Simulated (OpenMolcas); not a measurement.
Xe2+: effect of the active space

- Program: OpenMolcas
- Method: MS-CASPT2 or its RAS form, IPEA 0.25 Eh, imaginary shift 0.1 Eh
- Basis: ANO-RCC-VQZP
- Scalar Hamiltonian: DKH2, point nucleus
- Spin-orbit coupling: RASSI with atomic mean-field integrals over the reference wave functions, term energies averaged over their components

A. 4 electrons in 9 orbitals (RAS2 5p; RAS3 5d 6s, at most 1 electron); 2S+1 = 3 even, 3 roots; 2S+1 = 1 even, 6 roots; 2S+1 = 5 odd, 6 roots; 2S+1 = 3 odd, 54 roots; 2S+1 = 1 odd, 48 roots; closed shells correlated: 4d 5s; CASPT2 step roughly 2.5 core-minutes
B. 6 electrons in 9 orbitals (RAS2 5s 5p; RAS3 5d, at most 2 electrons); 2S+1 = 3 even, 3 roots; 2S+1 = 1 even, 7 roots; 2S+1 = 3 odd, 3 roots; 2S+1 = 1 odd, 3 roots; closed shells correlated: 4d; CASPT2 step of the order of 16 core-seconds

Energies in cm⁻¹ above 5s² 5p⁴ ³P₂, the measured ground level; measured values from Saloman, J. Phys. Chem. Ref. Data 33, 765 (2004).

| Level | A | B | Measured |
| --- | --- | --- | --- |
| 5s² 5p⁴ ³P₂ | 0.0 | 0.0 | 0.0 |
| 5s² 5p⁴ ³P₀ | 8480 | 7850 | 8130 |
| 5s² 5p⁴ ³P₁ | 8900 | 8720 | 9794 |
| 5s² 5p⁴ ¹D₂ | 16740 | 16360 | 17099 |
| 5s² 5p⁴ ¹S₀ | 38340 | 34610 | 36103 |

Deviations, from unrounded energies. A percentage is the sum of absolute deviations over the sum of measured energies, with the sign that they share, or ± where signs differ.

| Against measurement | Levels | A | B |
| --- | --- | --- | --- |
| mean absolute deviation (cm-1) | 4 | 960 | 900 |
| fine structure of the ground term (%) | 2 | ±7.0 | -7.6 |
| other terms of the ground configuration (%) | 2 | ±4.9 | -4.2 |

B lies closest to measurement on these levels. The largest miss of B in the table is 5s² 5p⁴ ¹S₀, by -1500 cm-1. The ranking rests on the paired levels alone, and a cruder setting can come out closer through cancelling errors.

The two smallest mean deviations differ by little beside CASPT2's spread within terms, so their order carries little weight.

Between A and B the level of the table that moves most is 5s² 5p⁴ ¹S₀, by 3700 cm-1 (lowest in B, highest in A). Moves below CASPT2's spread within the term are not significant.

CASPT2 does not keep the components of a term degenerate, so their means are used; among the terms shown or strongly mixed into the levels shown the widest spread is 250 cm-1 (5s² 5p⁴ ¹D, B). Over all roots computed the reference weight is 0.84 to 0.92 in A; the roots of lowest weight are the least certain, and an intruder state may touch them. With the s shell closed, the reference lacks s² → p² mixing (holds for A). The run also gave levels led by 5s 5p⁴ 5d, 5s² 5p³ 5d, which use shells meant for correlation; these and all levels above them are left out (holds for B). Computed and measured levels are paired by configuration, term and J; levels that our copy of the source lacks, or whose pairing is in doubt (as where it misses far off the trend of its configuration), stay unpaired and out of the deviations. Levels of configurations outside the active space are missing. The table leaves out levels that lie high or whose names do not pair safely across all columns.
